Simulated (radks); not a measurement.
The numbers below are computed, except where a source is named.
Question: Spherical quantum dot in the effective-mass picture: electrons in a parabolic well V = omega^2 r^2 / 2 with omega = 0.338, with a point charge +1 (a donor) at the centre, all in effective atomic units (hartree* = m*/eps^2 hartree, bohr* = eps/m* bohr), one dielectric constant everywhere. Level of theory: non-relativistic Kohn-Sham, PBEsol, spin-polarised, spherical densities (a radial shooting solver with Libxc functionals). Levels are named by radial order and angular momentum (1s, 1p, 1d, 2s, ...), and open shells are averaged over m. At N = 30 the configuration is 1s2 1p6 1d10 2s2 1f(up 7, down 3). Does electron 31 go into 2p down or 2p up or 1f down?

Answer: Into 1f down. The total energies of the other choices lie higher by 0.0257 hartree* (2p up), 0.0352 hartree* (2p down).
